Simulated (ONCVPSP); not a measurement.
# Which change was made? (Hf, ONCV)

* Element: hafnium (Hf)
* Generator: ONCVPSP 4.0.1
* Type: optimised norm-conserving Vanderbilt (ONCV)
* Functional: PBE
* Relativity: scalar-relativistic
* Frozen core: [Kr] 4d10 4f14 5s2
* Valence charge: 10
* Reference configuration: 5p6 5d2 6s2
* Partial waves: 6s: rc 2.40 bohr, ncon 4, nbas 7, qcut 2.9 1/bohr, 2 projectors, debl 4 Ha; 5p: rc 2.20 bohr, ncon 4, nbas 8, qcut 6.7 1/bohr, 2 projectors, debl 1.4 Ha; 5d: rc 2.70 bohr, ncon 4, nbas 8, qcut 5.3 1/bohr, 3 projectors, debl 4 Ha
* Local potential: polynomial inside 2.15 bohr (lpopt 4, dvloc0 0 Ha)
* Core correction: polynomial model core, fcfact 0.7

Cutoffs, loose and tight: the cutoffs (Ha) at which the residual kinetic energy of the hardest occupied pseudo-wave falls to 1 and 0.1 mHa per electron. They do not see the model core or the augmentation charge, which bear on the density cutoff. Test errors are all-electron minus pseudo excitation energies from the reference, over the configurations 5p6 5d2 6s1; 5p6 5d2 6s0; 5p6 5d1 6s0; 5p6 5d3 6s1; variants that change the core or the reference have their own tests. The largest error is taken over the tests solved by every variant that gives reliable tests at all, those not shown here included: 5p6 5d2 6s0; 5p6 5d2 6s1; 5p6 5d3 6s1.

The base gives: outcome: generated; cutoff, loose: 11 Ha; cutoff, tight: 19 Ha; bound ghosts: none; GHOST(+) flags above zero: s; largest test error (meV): -33.

Task: After one change the result is: outcome: generated; cutoff, loose: 21 Ha; cutoff, tight: 26 Ha; bound ghosts: none; GHOST(+) flags above zero: s; largest test error (meV): -33. Which change was it?
A. p: qcut 4
B. p: qcut 9
C. p: qcut 9.8

Result: B. The others give: p: qcut 9.8 → outcome: generated; cutoff, loose: 16 Ha; cutoff, tight: 22 Ha; bound ghosts: none; GHOST(+) flags above zero: s; largest test error (meV): -33 | p: qcut 4 → outcome: generated; cutoff, loose: 13 Ha; cutoff, tight: 38 Ha; bound ghosts: none; GHOST(+) flags above zero: s; largest test error (meV): -34.
